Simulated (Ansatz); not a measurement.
A single O atom.

ROHF-CCSD on triplet O was run in several spherical basis sets with Ansatz (development build ahead of 0.2.0). Frozen core: 1 orbital.

Task: Rank the basis sets by the total energy that they give, lowest first, with the distance from the lowest.
A. 6-31G(d)
B. cc-pVTZ
C. def2-SVP
D. cc-pVDZ
E. 6-31G
F. aug-cc-pVTZ

Result: F (0.00 eV), B (0.12 eV), D (1.80 eV), A (2.22 eV), E (3.73 eV), C (3.78 eV).

Totals follow the description of the cores as much as that of the bonds, so this order isn't one of quality for chemistry.
